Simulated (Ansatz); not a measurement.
Diatomic MoF, multiplicity 6 (lowest of 2S+1 = 2, 4, 6, 8 at CCSD(T)/def2-TZVPP on PBE0 minima; our sources give no spin for the ground state, which may be another). No spin–orbit coupling.

Seven points along R, fitted to fifth degree in 1/R; most abundant isotopes. Runs in def2 and cc sets follow the lowest solution found near the PBE0 minimum.

Programs: Ansatz (an electronic-structure program) with Gaussian orbitals.  In def2 rows elements past Kr take small-core potentials, without spin–orbit coupling.

Energies at CAM-B3LYP/def2-TZVPP:

| R (Å) | E (hartree) |
|---|---|
| 1.753068 | -167.97213787 |
| 1.800194 | -167.97858325 |
| 1.843549 | -167.98177885 |
| 1.892560 | -167.98289007 |
| 1.941570 | -167.98192321 |
| 1.998121 | -167.97885694 |
| 2.064096 | -167.97338249 |

Question: With a reduced mass of 15.9109 u, find the minimum, the force constant and the constants.

Answer: A fifth-degree polynomial in 1/R puts the minimum at r_e = 1.8921 Å with force constant 376 N/m. Then ω_e = (1/2πc)√(k/μ) = 634 cm⁻¹ and B_e = h/(8π²cμr_e²) = 0.2959 cm⁻¹; the cubic and quartic terms give α_e = 0.0020 and ω_e x_e = 3.2 cm⁻¹.
